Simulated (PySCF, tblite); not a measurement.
C6H10N2Si.
Structure used (GFN2-xTB), in Å, numbered top down from 1:
```
atom  x, y, z in Å
N1     4.163    2.500    0.225
C2     3.429    1.692    0.569
C3     2.498    0.690    0.964
Si4    1.216    0.425   -0.436
N5     0.105   -0.692    0.238
C6    -1.032   -1.179   -0.478
C7    -2.001   -0.229   -1.093
C8    -2.424    0.446    0.174
C9    -2.416   -1.047    0.080
H10    3.046   -0.230    1.170
H11    2.007    1.011    1.882
H12    0.521    1.679   -0.729
H13    1.929   -0.047   -1.632
H14    0.376   -1.310    0.988
H15   -0.829   -2.092   -1.044
H16   -2.352   -0.128   -2.098
H17   -1.676    0.936    0.782
H18   -3.388    0.939    0.177
H19   -3.184   -1.771    0.254
```

Method used: PBE0/pcSseg-1 in PySCF (dipole) on a GFN2-xTB geometry, gas phase.

Masses are those of the commonest isotopes; rigid-rotor values at the optimised geometry. The values belong to one conformer with, in the numbering `[N:1]#[C:2][CH2:3][SiH2:4][NH:5][C@@H:6]1[C@@H:7]2[CH2:8][C@H:9]12`, C2–C3–Si4–N5 -175°, C3–Si4–N5–C6 180°, Si4–N5–C6–C7 -54°.

**Question.** What are A, B and C (MHz)?

**Answer.** Ia = 106.67, Ib = 884.92, Ic = 903.70 u·Å²; 505379 MHz·u·Å²/I gives A = 4738, B = 571.1, C = 559.2 MHz.

**Question.** What kind of rotor is it?

**Answer.** A near-prolate asymmetric top. Ray's parameter κ = (2B − A − C)/(A − C) = -0.994; −1 is the prolate and +1 the oblate limit.

**Question.** What does the inertial defect say?

**Answer.** Not planar: Δ = Ic − Ia − Ib = -87.89 u·Å². For a rigid frame Δ = −2 Σ m c², so Σ m c² = 43.94 u·Å² lies off the ab plane: 14.25 from hydrogen and 29.69 from heavier atoms. The atom farthest from that plane is 1.83 Å away.

**Question.** Give the other two planar moments, Paa and Pbb, and the rms extents of the mass along the axes.

**Answer.** Paa = Σ m a² = (Ib + Ic − Ia)/2 = 840.97 and Pbb = Σ m b² = (Ia + Ic − Ib)/2 = 62.73 u·Å². With the mass M = 138.06 u, the rms extents √(P/M) along a, b and c are 2.47, 0.67, 0.56 Å.

**Question.** Predict some low-J microwave lines.

**Answer.** The dipole components are |μa| = 5.02 D, |μb| = 2.31 D, |μc| = 1.17 D. Intensities carry the squares of the components, which stand as 1.00 : 0.21 : 0.05 (a : b : c). Some lines, for components of 0.1 D or more:

```tsv
type	branch	J(Ka,Kc)	MHz	lower level (cm⁻¹)
a	R	1(0,1) ← 0(0,0)	1130	0.000
a	R	2(1,2) ← 1(1,1)	2249	0.177
a	R	2(0,2) ← 1(0,1)	2261	0.038
c	Q	2(1,2) ← 2(0,2)	4155	0.113
c	Q	1(1,1) ← 1(0,1)	4167	0.038
b	Q	2(1,1) ← 2(0,2)	4190	0.113
b	R	1(1,1) ← 0(0,0)	5297	0.000
c	R	1(1,0) ← 0(0,0)	5309	0.000
b	R	2(1,2) ← 1(0,1)	6415	0.038
c	R	2(1,1) ← 1(0,1)	6451	0.038
c	Q	2(2,1) ← 2(1,1)	12500	0.253
b	Q	2(2,0) ← 2(1,1)	12500	0.253
b	Q	2(2,1) ← 2(1,2)	12536	0.252
b	R	2(2,1) ← 1(1,0)	14773	0.177
c	R	2(2,0) ← 1(1,0)	14773	0.177
c	R	2(2,1) ← 1(1,1)	14784	0.177
b	R	2(2,0) ← 1(1,1)	14784	0.177
```

Its GFN2-xTB frequencies are all real (lowest 33 cm⁻¹). Constants of a rigid frame at the computed geometry: no zero-point averaging, no centrifugal distortion. A rigid rotor knows nothing of inversion at nitrogen, which can split or shift real lines. Quadrupole hyperfine structure (14N) is left out.

Time: 85 s wall (grids of density and orbitals included); peak memory 0.87 GiB. Hardware: Arm Neoverse N1, one thread, shared host. This is the PBE0/pcSseg-1 job that gave the dipole, with the shieldings it also computed.
